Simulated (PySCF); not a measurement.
## Radial density of Cs⁴³⁺ (caesium, charge +43)

UHF, [Ne] 3s2, closed-shell 1S. Computed with PySCF 2.14 in an even-tempered Gaussian basis (20 s from 8.8 bohr⁻², ratio 2.2; 14 p from 11 bohr⁻², ratio 2.2; 5 d from 42 bohr⁻², ratio 2.4; 4 f from 63 bohr⁻², ratio 2.4; 4 g from 95 bohr⁻², ratio 2.4), with scalar relativity by spin-free X2C-1e.

| r (bohr) | 4πr²ρ (e/bohr) |
| --- | --- |
| 0.0260 | 63.84 |
| 0.0437 | 58.52 |
| 0.0736 | 81.50 |
| 0.124 | 50.42 |
| 0.208 | 13.69 |
| 0.350 | 5.123 |
| 0.589 | 0.09715 |

Densities and radii are taken from the X2C orbitals without a picture-change correction, which distorts them close to the nucleus.

Spin-orbit coupling, which splits the p, d and f shells strongly at this Z, is absent.
